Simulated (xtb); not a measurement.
C$_{6}$H$_{14}$BO$_{2}$ (SMILES CC1(C)OB[OH+]C1(C)C), charge +1, singlet, at a GFN2-xTB geometry. Base run: GFN0-xTB (xtb).

Here is a job for xtb.
```
$ xtb mol.xyz --gfn 0 --chrg 1 --json

# file mol.xyz
23

C      1.36150529    -1.46332251    -0.36696631
C      0.79606510    -0.05128719    -0.22271852
C      1.44830263     0.88225462    -1.23445011
O      1.14354764     0.39227540     1.10901776
B      0.15682922     0.33326282     1.94832944
O     -1.02871186    -0.12042878     1.24728994
C     -0.77310942    -0.01049082    -0.22555927
C     -1.35621522     1.32121923    -0.67419712
C     -1.46109773    -1.17149123    -0.91836226
H      1.19594725    -1.84654052    -1.36836460
H      2.43273390    -1.42506484    -0.18738254
H      0.92718286    -2.14190893     0.36280342
H      1.20719721     1.92190875    -1.03889236
H      1.13777957     0.62097120    -2.24138659
H      2.52697957     0.77357399    -1.16724166
H      0.15972671     0.56209769     3.08335576
H     -1.94042185     0.06626266     1.51455827
H     -2.43282444     1.33672911    -0.51019889
H     -1.18800205     1.46483121    -1.73721868
H     -0.90944312     2.15482963    -0.13630209
H     -1.21037890    -2.12448538    -0.46282906
H     -1.16077615    -1.19994041    -1.96171339
H     -2.54123645    -1.04564357    -0.88777460
```

Each row names what was changed in the base input (with any setting that the change needs).

```
change        ΔE vs base (mEh)  HOMO-LUMO gap (eV)
------------  ----------------  ------------------
base                     0.000                5.93
acc = 1000               0.000                5.93
etemp = 10               0.000                5.93
acc = 30                 0.000                5.93
acc = 0.1                0.000                5.93
etemp = 3000             0.000                5.93
file = coord             0.000                5.93
acc = 0.0001             0.000                5.93
```
